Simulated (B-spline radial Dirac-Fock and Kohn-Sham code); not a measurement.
**Magnetic form factor of the 4d shell of Cd³⁺**

System: Cd³⁺, configuration [Kr] 4d9.

Input file task.json (cfg lists n, l and occupation; rrms is the nuclear radius in fm):

```json
{"items": [{
  "Z": 48,
  "q": 3,
  "cfg": [[1, 0, 2], [2, 0, 2], [2, 1, 6], [3, 0, 2], [3, 1, 6], [3, 2, 10], [4, 0, 2], [4, 1, 6], [4, 2, 9]],
  "A": 114,
  "rrms": 4.6087,
  "do": ["scatter"],
  "s": [0.0, 0.05, 0.1, 0.15, 0.2, 0.25, 0.3, 0.35, 0.4, 0.45, 0.5, 0.6, 0.7, 0.8, 0.9, 1.0, 1.1, 1.2, 1.4, 1.6, 1.8, 2.0, 2.5, 3.0, 3.5, 4.0, 5.0, 6.0],
  "pz": [0, 0.1, 0.2, 0.3, 0.4, 0.5, 0.6, 0.8, 1.0, 1.2, 1.4, 1.6, 1.8, 2.0, 2.5, 3.0, 4.0, 5.0, 7.0, 10.0, 15.0, 20.0, 30.0, 40.0, 60.0, 100.0],
  "hv_scatter": [1000, 5000, 8047.8, 17479.3, 20000, 50000, 100000, 1000000]
}]}
```

Command: `python xray_run.py task.json out`

Model: Dirac-Fock densities. Program: a radial finite-basis atomic code. ⟨j_K⟩ is the integral of the 4d radial density with the spherical Bessel function j_K(4πsr), s = sin θ/λ.

```
s (Å⁻¹)     ⟨j0⟩     ⟨j2⟩    ⟨j4⟩
      0   1.0000   0.0000  0.0000
   0.05   0.9698   0.0120  0.0001
    0.1   0.8847   0.0449  0.0009
   0.15   0.7598   0.0902  0.0042
    0.2   0.6145   0.1378  0.0113
   0.25   0.4677   0.1786  0.0228
    0.3   0.3336   0.2069  0.0379
   0.35   0.2208   0.2205  0.0550
    0.4   0.1323   0.2203  0.0720
   0.45   0.0675   0.2089  0.0872
    0.5   0.0234   0.1897  0.0993
    0.6  -0.0181   0.1403  0.1121
    0.7  -0.0222   0.0909  0.1105
    0.8  -0.0106   0.0510  0.0988
    0.9   0.0044   0.0232  0.0817
      1   0.0168   0.0064  0.0633
    1.1   0.0248  -0.0021  0.0460
    1.2   0.0285  -0.0048  0.0313
    1.4   0.0269  -0.0014  0.0110
    1.6   0.0197   0.0050  0.0013
```

Radial moments of the shell: ⟨r²⟩ = 1.668, ⟨r⁴⟩ = 4.920, ⟨r⁶⟩ = 23.64 in powers of bohr.

Values without a named source are computed, but for edge energies of neutral atoms, which are taken from tables.
